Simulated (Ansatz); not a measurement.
`FC(F)(F)c1sc(-c2sc(-c3sc(C(F)(F)F)c4c3OCCO4)c3c2OCCO3)c2c1OCCO2`, relaxed as a singlet with RKS PBE-D4/def2-SVP in Ansatz, starting from the GFN2-xTB geometry. Force threshold 0.03 eV/Å.

Single mean-field runs in def2-SVP are fitted with def2-universal-jkfit.

Start:

```xyz
47

F    -3.534   -4.821    4.463
C    -4.102   -3.885    3.677
F    -5.050   -3.302    4.437
F    -4.750   -4.547    2.709
C    -3.118   -2.914    3.143
S    -2.908   -2.647    1.442
C    -1.681   -1.458    1.747
C    -1.016   -0.768    0.700
S     0.208    0.424    1.003
C     0.438    0.705   -0.704
C     1.412    1.648   -1.158
S     1.873    2.997   -0.161
C     2.987    3.563   -1.356
C     3.806    4.783   -1.157
F     5.128    4.535   -1.211
F     3.575    5.724   -2.092
F     3.579    5.363    0.029
C     3.010    2.748   -2.460
C     2.108    1.655   -2.347
O     1.996    0.712   -3.320
C     2.509    1.170   -4.557
C     3.889    1.801   -4.369
O     3.810    2.943   -3.532
C    -0.413   -0.084   -1.451
C    -1.233   -0.915   -0.654
O    -2.161   -1.770   -1.163
C    -2.452   -1.494   -2.522
C    -1.165   -1.218   -3.304
O    -0.509   -0.066   -2.808
C    -1.469   -1.292    3.098
C    -2.284   -2.127    3.899
O    -2.222   -2.137    5.250
C    -1.063   -1.478    5.738
C    -0.828   -0.163    4.993
O    -0.580   -0.403    3.618
H     1.824    1.909   -4.992
H     2.567    0.294   -5.203
H     4.570    1.065   -3.921
H     4.296    2.151   -5.317
H    -3.114   -0.621   -2.589
H    -2.966   -2.375   -2.908
H    -0.498   -2.086   -3.223
H    -1.381   -1.017   -4.354
H    -0.191   -2.131    5.612
H    -1.242   -1.302    6.799
H    -1.711    0.480    5.104
H     0.054    0.352    5.373
```

```
step  energy (eV)  largest force component (eV/Å)  SCF passes
   1  -81911.2130                           0.861          22
   2  -81911.4476                           0.330          20
   3  -81911.4781                           0.116          22
   4  -81911.4812                           0.054          21
   5  -81911.4838                           0.021          21
   6  -81911.4849                           0.022          20
   7  -81911.4860                           0.027          20
   8  -81911.4868                           0.028          20
```

Force components are those of the run's own axes.

End:

```xyz
47

F    -3.6393   -4.8607    4.4751
C    -4.1898   -3.8784    3.7175
F    -5.1252   -3.2752    4.4938
F    -4.8415   -4.4768    2.6862
C    -3.1699   -2.9187    3.2083
S    -2.9408   -2.6770    1.4963
C    -1.6497   -1.5176    1.7673
C    -0.9848   -0.8397    0.6920
S     0.2975    0.3311    0.9591
C     0.4486    0.6799   -0.7574
C     1.4057    1.6510   -1.2206
S     1.7450    3.0887   -0.2731
C     2.9072    3.6670   -1.4316
C     3.6872    4.9145   -1.1900
F     5.0241    4.6824   -1.1385
F     3.4950    5.8391   -2.1634
F     3.3281    5.4825   -0.0089
C     3.0171    2.7999   -2.5093
C     2.1685    1.6514   -2.3889
O     2.1658    0.6479   -3.3099
C     2.7297    1.0648   -4.5560
C     4.0454    1.8002   -4.3390
O     3.8505    2.9914   -3.5654
C    -0.4480   -0.0956   -1.4922
C    -1.2388   -0.9566   -0.6750
O    -2.1855   -1.7980   -1.1823
C    -2.5556   -1.4562   -2.5234
C    -1.3222   -1.1473   -3.3628
O    -0.6117   -0.0205   -2.8420
C    -1.4279   -1.3600    3.1365
C    -2.2885   -2.1511    3.9559
O    -2.2337   -2.1286    5.3134
C    -1.0392   -1.5069    5.8045
C    -0.7213   -0.2321    5.0338
O    -0.4823   -0.5214    3.6513
H     2.0087    1.7223   -5.0957
H     2.8902    0.1466   -5.1547
H     4.7721    1.1332   -3.8205
H     4.4830    2.1210   -5.3043
H    -3.2376   -0.5753   -2.5100
H    -3.1042   -2.3270   -2.9320
H    -0.6504   -2.0364   -3.3920
H    -1.6121   -0.8868   -4.3997
H    -0.1868   -2.2198    5.7256
H    -1.2188   -1.2844    6.8742
H    -1.5641    0.4907    5.1254
H     0.2004    0.2424    5.4224
```

By distances, no bond broke or formed. The bond that changes most is C8–S9, from 1.73 to 1.76 Å (atoms count from 1).

The force fell under the threshold at step 5, but the optimiser went on and released 0.003 eV more. No frequencies were taken in this run, so the end may be a saddle point.

Run time 40 s (2 threads of AMD EPYC 7R13 on a shared host and a share (18 GiB) of an NVIDIA H100 80GB HBM3), peak host memory 1.1 GiB.
